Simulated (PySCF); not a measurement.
# SMILES C1=C[SiH2]C=C1, C4H6Si

Molfile (atoms numbered from 1):
```
C4H6Si
     RDKit          3D

 11 11  0  0  0  0  0  0  0  0999 V2000
   -1.1612    0.7638   -0.3998 C   0  0  0  0  0  0  0  0  0  0  0  0
    0.0943    1.2854   -0.3080 C   0  0  0  0  0  0  0  0  0  0  0  0
    1.2279   -0.1319    0.2226 Si  0  0  0  0  0  4  0  0  0  0  0  0
   -0.2009   -1.3690    0.2669 C   0  0  0  0  0  0  0  0  0  0  0  0
   -1.3216   -0.6794   -0.0875 C   0  0  0  0  0  0  0  0  0  0  0  0
   -2.0447    1.3571   -0.6913 H   0  0  0  0  0  0  0  0  0  0  0  0
    0.3160    2.3405   -0.5183 H   0  0  0  0  0  0  0  0  0  0  0  0
    1.8927    0.0849    1.5629 H   0  0  0  0  0  0  0  0  0  0  0  0
    2.3007   -0.4720   -0.7865 H   0  0  0  0  0  0  0  0  0  0  0  0
   -0.2159   -2.4387    0.5163 H   0  0  0  0  0  0  0  0  0  0  0  0
   -2.3224   -1.1398   -0.1511 H   0  0  0  0  0  0  0  0  0  0  0  0
  1  2  2  0
  2  3  1  0
  3  4  1  0
  4  5  2  0
  5  1  1  0
  1  6  1  0
  2  7  1  0
  3  8  1  0
  3  9  1  0
  4 10  1  0
  5 11  1  0
M  END
```

Method: UKS PBE/cc-pVDZ four-point reorganisation energy, gas phase in PySCF 2.14.0. Geometry: PBE/cc-pVDZ.

Q: What is the inner reorganisation energy for hole transfer, with the ionisation energy?

A: λ = 0.210 (surface of the oxidised species) + 0.211 (surface of the starting species) = 0.421 eV. The ionisation energy is 8.64 eV vertical and 8.43 eV adiabatic without zero-point energy; at the relaxed geometry of the oxidised species the two energies differ by 8.22 eV. Largest bond changes: C5–C1 1.485 → 1.432 Å, C1–C2 1.363 → 1.408 Å, C4–C5 1.363 → 1.408 Å, Si3–C4 1.891 → 1.915 Å, C2–Si3 1.891 → 1.915 Å. ⟨S²⟩ of the relaxed oxidised species 0.758.
